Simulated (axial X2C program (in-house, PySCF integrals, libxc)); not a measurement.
## MnSe⁺: from the spin-free to the two-component result

Calculated with an in-house all-electron X2C program for linear molecules (integrals from PySCF). Spin-free means the one-electron spin-free X2C Hamiltonian; two-component (2c) means X2C with spin–orbit coupling and atomic mean-field two-electron Coulomb and Gaunt terms, so the difference of the two also holds small scalar two-electron terms. Basis: Se dyall-cv3z [8s9p6d4f1g], Mn dyall-cv3z [9s10p6d3f2g] (cores contracted in-house); Gaussian nuclei, density fitting, unrestricted open shells. Masses: Se 79.917 u, Mn 54.938 u.

Spin-free state: M_S = 2, Λ = 1 (beyond evenly filled blocks: σα, π+α, δ+α, δ-α); fragments Se + Mn+.

```json
{"level": "PBE0", "Re (Å)": "2.278", "ωe (cm⁻¹)": "307.9", "De (eV)": "2.027", "μ (D)": "6.88"}
{"level": "CCSD", "Re (Å)": "2.346", "ωe (cm⁻¹)": "294.0", "De (eV)": "1.563", "μ (D)": "n/a"}
{"level": "CCSD(T)", "Re (Å)": "2.338", "ωe (cm⁻¹)": "297.9", "De (eV)": "1.680", "μ (D)": "n/a"}
{"level": "PBE", "Re (Å)": "2.208", "ωe (cm⁻¹)": "319.8", "De (eV)": "2.720", "μ (D)": "5.63"}
```

Correlated methods: 12 electrons correlated (number of frozen shells: Se 3 s, 2 p, 1 d; Mn 3 s, 2 p), 278 virtual spin orbitals or spinors in MP2, 90 natural virtuals in coupled cluster.

Dipoles are positive if Mn is the positive end and refer to the centre of mass.

Two-component determinant lowest at the distance of the search:

Ω = 1 (⟨Sz⟩ = 2.00, ⟨Lz⟩ = -1.00 at HF); fragments Se + Mn+.

```tsv
level	Re (Å)	ωe (cm⁻¹)	De (eV)	μ (D)
PBE0	2.280	306.8	2.081	6.86
CCSD	2.347	293.3	1.551	n/a
CCSD(T)	2.339	297.7	1.661	n/a
PBE	2.212	318.7	2.777	5.61
```

Question: From the two tables, how do the constants change at the CCSD(T) level (2c against spin-free)?

Answer: At the CCSD(T) level Re goes up by 0.001 Å and ωe doesn't move by more than 0.2 cm⁻¹; De changes by -0.019 eV.

One determinant describes the state; a PBE0 search over occupations chose it and may have missed a lower one. Dissociation energies refer to the lowest single-determinant-based atoms at the same level and basis. Density functionals use the spin component along the axis (collinear). Coupled cluster ran in a truncated set of natural virtual spinors; the MP2 energy of the rest was added. (T) has no such correction and the atoms are truncated less, which lowers De at CCSD(T) by a hundredth of an eV or more. PBE0 can misorder states that lie within some tenths of an eV, so this need not be the ground state of the molecule. The nearest other spin-free determinant of the search, M_S = 3, Λ = 1, lies 0.27 eV up at the distance of the search. Without a current term, density functionals place determinants with orbital angular momentum somewhat too high. With several unpaired electrons one determinant need not be a pure state. Open-shell Ω = 0 determinants with evenly filled partner blocks cannot be reached by this program, so the Ω shown need not be the lowest component. The determinant is spin-polarised beyond a pure state at some levels (its spin-free form has ⟨S²⟩ too high), which makes Re and μ there less reliable.
